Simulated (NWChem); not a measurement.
System: C2H5FSi2; SMILES C([Si@@H](F)[SiH3])#C

All runs: NWChem. All runs use the structure optimised with PBE0/def2-SVP.

Among these, which level gives the lowest value of “dipole (D)”?
A) LDA (Slater exchange, VWN5)/def2-TZVP
B) PBE0/def2-TZVP
C) PBE/def2-TZVP
D) B3LYP/def2-TZVP

C, PBE/def2-TZVP. Values: PBE/def2-TZVP 1.65; LDA (Slater exchange, VWN5)/def2-TZVP 1.72; B3LYP/def2-TZVP 1.74; PBE0/def2-TZVP 1.76
